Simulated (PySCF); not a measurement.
The numbers are results of PBE-D3(BJ)/def2-TZVP // PBE0-D3(BJ)/def2-SVP in PySCF, not measurements. Isolated molecules, 0 K electronic values unless said otherwise. One relaxed conformer stands for a flexible species; it need not be the lowest. Excitations are Tamm–Dancoff values on a coarser integration grid. The basis has no diffuse functions, so Rydberg states are missing or too high.

Reference species (SMILES): `[OH][Ge]([OH])([OH])[OH]` (neutral, multiplicity 1).

```yaml
S1–T1 gap (TDA): 0.31 eV
HOMO–LUMO gap: 6.14 eV
S1 excitation (TDA): 6.28 eV
```

Changed species: `C[O][Ge]([OH])([O]C)[O]C` (3 of 4 OH replaced by OCH3; the reference has 0 of 4 OH replaced by OCH3).

Give the shifts of the S1–T1 gap (TDA), HOMO–LUMO gap and S1 excitation (TDA).

the S1–T1 gap (TDA) falls by 0.06 eV, to 0.25 eV; the HOMO–LUMO gap falls by 0.63 eV, to 5.51 eV; the S1 excitation (TDA) drops by 0.66 eV, to 5.62 eV.
